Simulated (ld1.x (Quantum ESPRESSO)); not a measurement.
# zirconium (Zr): ultrasoft pseudisation with PBEsol, fully relativistic reference atom.

ld1.x (Quantum ESPRESSO) 7.5 input, shortened:

```
&input
   title='Zr', zed=40., rel=2, dft='PBESOL', iswitch=3,
   config='[Kr] 4d2 5s2 5p0', rel_dist='average'
 /
 &inputp
   pseudotype=3, tm=.true., lloc=-1, rcloc=2.00,
   nlcc=.true., rcore=1.85
 /
6
4S  1  0   2.00   0.00  1.70  1.90  0.0
5S  2  0   2.00   0.00  1.70  1.90  0.0
4P  2  1   6.00   0.00  2.15  2.40  0.0
5P  3  1   0.00   0.00  2.15  2.40  0.0
4D  3  2   2.00   0.00  2.00  2.45  0.0
4D  3  2   0.00   3.75  2.00  2.45  0.0
 &test
   configts(1)='4s2 4p6 4d2 5s2 5p0'
 /
```

Open shells are filled in proportion to 2j + 1 (rel_dist='average').

All-electron outer shells of the reference configuration (PBEsol, scalar-relativistic, ld1.x):

| shell | level (eV) | outermost node (bohr) | outermost maximum (bohr) |
| --- | --- | --- | --- |
| 3p | -317.38 | 0.18 | 0.40 |
| 3d | -174.70 | – | 0.35 |
| 4s | -54.46 | 0.55 | 1.08 |
| 4p | -32.43 | 0.56 | 1.17 |
| 5s | -4.46 | 1.47 | 3.15 |
| 4d | -3.61 | 0.58 | 1.61 |
| 5p | -1.45 | 1.70 | 4.10 |

(1) Is the overlap operator S = 1 + Σ q|β⟩⟨β| positive definite (Bessel basis up to 400 Ry)?

Answers

(1) No: its lowest eigenvalue is -1.228, in the p1/2 channel, so the generalised eigenproblem breaks down once the basis is large enough.

Its largest configuration-test error is +1077 meV (4s2 4p6 4d2 5s1 5p0), which is poor. Test run stopped at test 3 of 7 (negative rho), 1 before it not solved. Not counted: 4s2 4p6 4d2 5s0 5p0 (pseudo-atom not self-consistent, printed error +3.1 eV).

A Bessel basis up to 400 Ry misses an occupied level by 1.53 Ry, so cutoffs and ghosts were not judged. Its overlap operator is not positive definite in a basis up to 400 Ry (lowest eigenvalue p1/2 -1.23, p3/2 -0.85), so the file is unfit for use: the generalised eigenproblem breaks down once the basis is large enough, and its test numbers describe a broken file. The potential misses its own reference levels by up to 2.0 eV, so it is not fit for use.
